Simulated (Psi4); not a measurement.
C2H3O (SMILES C[C-]=O), charge -1, singlet, geometry from GFN2-xTB (a gas-phase anion, which may not be bound at this level); PBE/STO-3G (Psi4).

Here is a job for Psi4.
```
memory 2 GB

molecule mol {
-1 1
O     1.202222    0.357989    0.020415
C    -0.023925    0.670557   -0.012722
C    -0.969557   -0.665232   -0.009621
H    -0.422319   -1.620473    0.019993
H    -1.637080   -0.621627    0.859365
H    -1.597490   -0.653758   -0.908618
}

set {
  basis sto-3g
  reference rks
  scf_type pk
  puream true
  d_convergence 1e-8
  dft_radial_points 99
  dft_spherical_points 590
}

energy('pbe')
print_variables()
```

Task: What does Psi4 print? Leave out banner, timings and long lists.

Result: 
```
   => Loading Basis Set <=

    Name: STO-3G
    Role: ORBITAL
    Keyword: BASIS

         ---------------------------------------------------------
                                   SCF
               by Justin Turney, Rob Parrish, Andy Simmonett
                          and Daniel G. A. Smith
                              RKS Reference
         ---------------------------------------------------------

  ==> Geometry <==

    Molecular point group: c1
    Full point group: C1

    Geometry (in Angstrom), charge = -1, multiplicity = 1:

       Center              X                  Y                   Z               Mass
    ------------   -----------------  -----------------  -----------------  -----------------
         O            1.118021963844     0.291241143409     0.019742468515    15.994914619570
         C           -0.108125036156     0.603809143409    -0.013394531485    12.000000000000
         C           -1.053757036156    -0.731979856591    -0.010293531485    12.000000000000
         H           -0.506519036156    -1.687220856591     0.019320468515     1.007825032230
         H           -1.721280036156    -0.688374856591     0.858692468515     1.007825032230
         H           -1.681690036156    -0.720505856591    -0.909290531485     1.007825032230

  Running in c1 symmetry.

  Rotational constants: A =      1.92973  B =      0.33708  C =      0.30323 [cm^-1]
  Rotational constants: A =  57851.81501  B =  10105.30667  C =   9090.50598 [MHz]
  Nuclear repulsion =   60.417336803097427

  Charge       = -1
  Multiplicity = 1
  Electrons    = 24
  Nalpha       = 12
  Nbeta        = 12

  ==> Algorithm <==

  SCF Algorithm Type is PK.
  DIIS enabled.
  MOM disabled.
  Fractional occupation disabled.
  Guess Type is SAD.
  Energy threshold   = 1.00e-06
  Density threshold  = 1.00e-08
  Integral threshold = 1.00e-12

  ==> Primary Basis <==

  Basis Set: STO-3G
    Blend: STO-3G
    Number of shells: 12
    Number of basis functions: 18
    Number of Cartesian functions: 18
    Spherical Harmonics?: true
    Max angular momentum: 1

  ==> DFT Potential <==

   => LibXC <=

    Version 7.1.2
    S. Lehtola, C. Steigemann, M. J. T. Oliveira, and M. A. L. Marques,  SoftwareX 7, 1–5 (2018) (10.1016/j.softx.2017.11.002)

   => Composite Functional: PBE <=

    PBE GGA Exchange-Correlation Functional

    J.P. Perdew et. al., Phys. Rev. Lett., 77(18), 3865-3868, 1996

    Deriv               =              1
    GGA                 =           TRUE
    Meta                =          FALSE

    Exchange Hybrid     =          FALSE
    MP2 Hybrid          =          FALSE

   => Exchange Functionals <=

    1.0000     XC_GGA_X_PBE

   => Correlation Functionals <=

    1.0000     XC_GGA_C_PBE

   => LibXC Density Thresholds  <==

    XC_GGA_C_PBE:  1.00E-12
    XC_GGA_X_PBE:  1.00E-15

   => Molecular Quadrature <=

    Radial Scheme          =       TREUTLER
    Pruning Scheme         =           NONE
    Nuclear Scheme         =       TREUTLER

    Blocking Scheme        =         OCTREE
    BS radius alpha        =              1
    Pruning alpha          =              1
    Radial Points          =             99
    Spherical Points       =            590
    Total Points           =         330462
    Total Blocks           =           2440
    Max Points             =            256
    Max Functions          =             18
    Weights Tolerance      =       1.00E-15

  ==> Integral Setup <==

  Using in-core PK algorithm.
   Calculation information:
      Number of atoms:                   6
      Number of AO shells:              12
      Number of primitives:             36
      Number of atomic orbitals:        18
      Number of basis functions:        18

      Integral cutoff                 1.00e-12
      Number of threads:                 1

  Performing in-core PK
  Using 29412 doubles for integral storage.
  We computed 2998 shell quartets total.
  Whereas there are 3081 unique shell quartets.

  ==> DiskJK: Disk-Based J/K Matrices <==

    J tasked:                  Yes
    K tasked:                   No
    wK tasked:                  No
    Schwarz Cutoff:          1E-12

  Minimum eigenvalue in the overlap matrix is 2.3337876718E-01.
  Reciprocal condition number of the overlap matrix is 1.0388041433E-01.
    Using symmetric orthogonalization.

  ==> Pre-Iterations <==

  SCF Guess: Superposition of Atomic Densities via on-the-fly atomic UHF (no occupation information).

   -------------------------
    Irrep   Nso     Nmo
   -------------------------
     A         18      18
   -------------------------
    Total      18      18
   -------------------------

  ==> Iterations <==

                        Total Energy        Delta E     RMS |[F,P]|

   @RKS iter SAD:  -149.65742204548926   -1.49657e+02   0.00000e+00
   @RKS iter   1:  -150.79446841052416   -1.13705e+00   9.08609e-03 ADIIS/DIIS
   @RKS iter   2:  -150.71066335093786    8.38051e-02   2.44822e-02 ADIIS/DIIS
   @RKS iter   3:  -150.81896319117925   -1.08300e-01   2.49216e-03 ADIIS/DIIS
   @RKS iter   4:  -150.82072736218939   -1.76417e-03   5.58492e-04 ADIIS/DIIS
   @RKS iter   5:  -150.82078478474187   -5.74226e-05   2.28606e-04 ADIIS/DIIS
   @RKS iter   6:  -150.82079599102127   -1.12063e-05   1.03469e-05 DIIS
   @RKS iter   7:  -150.82079602136349   -3.03422e-08   1.40271e-06 DIIS
   @RKS iter   8:  -150.82079602183535   -4.71857e-10   1.24281e-07 DIIS
   @RKS iter   9:  -150.82079602183958   -4.23483e-12   7.00627e-09 DIIS
  Energy and wave function converged.

  ==> Post-Iterations <==

   Electrons on quadrature grid:
      Ntotal   =   24.0000000308 ; deviation = 3.081e-08

    Orbital Energies [Eh]
    ---------------------

    Doubly Occupied:

[...]
    Virtual:

[...]
    Final Occupation by Irrep:
              A
    DOCC [    12 ]
    NA   [    12 ]
    NB   [    12 ]

  @RKS Final Energy:  -150.82079602183958

   => Energetics <=

    Nuclear Repulsion Energy =             60.4173368030974274
    One-Electron Energy =                -334.1549501439351388
    Two-Electron Energy =                 143.8307640433057202
    DFT Exchange-Correlation Energy =     -20.9139467243076140
    Empirical Dispersion Energy =           0.0000000000000000
    VV10 Nonlocal Energy =                  0.0000000000000000
    Total Energy =                       -150.8207960218395840

Computation Completed

Properties will be evaluated at   0.000000,   0.000000,   0.000000 [a0]

Properties computed using the SCF density matrix

 Multipole Moments:

 ------------------------------------------------------------------------------------
     Multipole            Electronic (a.u.)      Nuclear  (a.u.)        Total (a.u.)
 ------------------------------------------------------------------------------------

 L = 1.  Multiply by 2.5417464519 to convert [e a0] to [Debye]
 Dipole X            :          3.6011922           -3.6596546           -0.0584624
 Dipole Y            :          2.2395822           -2.9011013           -0.6615192
 Dipole Z            :          0.0399402           -0.0292269            0.0107133
 Magnitude           :                                                    0.6641839

 ------------------------------------------------------------------------------------

  Variable Map:
  ----------------------------------------------------------------------------
[...]
  Array Variable Map:
  ----------------------------------------------------------------------------
[...]
[...]
```
